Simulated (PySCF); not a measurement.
**Spinor energies of Gd³⁷⁺ (gadolinium, charge +37)**

Start: [Ar] 3d9; 3d3/2 filled at m_j = -1/2, +1/2, +3/2; 3d5/2 filled at m_j = -5/2, -3/2, -1/2, +1/2, +3/2, +5/2. Calculated with PySCF 2.14 in an uncontracted even-tempered set (16 s from 7.3 bohr⁻², ratio 2.8; 13 p from 9.5 bohr⁻², ratio 2.8; 8 d from 9.5 bohr⁻², ratio 2.8; 3 f from 37 bohr⁻², ratio 3): generalised Hartree-Fock with the X2C-1e Hamiltonian and a Gaussian nucleus; one run each with spin-orbit coupling (SO) screened by Boettger's factors, then bare. This is a chosen level, not necessarily the ground level.

```
spinor shell  electrons  ε, screened SO (eV)  ε, bare SO (eV)  weight of nominal j (bare SO)  rms radius, bare SO (bohr)
       1s1/2          2             -52135.9         -52135.5                          1.000                      0.0249
       2s1/2          2             -10057.3         -10057.3                          1.000                       0.101
       2p1/2          2              -9621.5          -9639.9                          1.000                      0.0859
       2p3/2          4              -8921.2          -8914.7                          1.000                      0.0925
       3s1/2          2              -3408.0          -3408.0                          1.000                       0.254
       3p1/2          2              -3217.8          -3221.8                          1.000                       0.245
       3d3/2          3              -2764.2          -2768.1                          0.997                       0.227
       3d5/2          6              -2731.1          -2728.7                          0.999                       0.231
```

Problem. Where does 3p3/2 lie, and what is the 3p spin-orbit splitting (bare SO)?

Solution. At -3066.2 eV, 155.63 eV above 3p1/2.

```json
{"quantity": "E (hartree)", "screened SO": "-10408.39224", "bare SO": "-10408.77363"}
{"quantity": "M_J", "screened SO": "3/2", "bare SO": "3/2"}
{"quantity": "⟨J²⟩", "screened SO": "3.750", "bare SO": "3.750"}
{"quantity": "⟨L²⟩", "screened SO": "6.032", "bare SO": "6.034"}
{"quantity": "⟨S²⟩", "screened SO": "0.781", "bare SO": "0.784"}
```

Each row is a mean over spinors that exchange with the open shell spreads, by up to 20.233 eV (3p1/2).

Breit and QED terms are absent; they matter most for the inner s and p1/2 levels.

Densities and radii are taken from the X2C orbitals without a picture-change correction, which distorts them close to the nucleus.
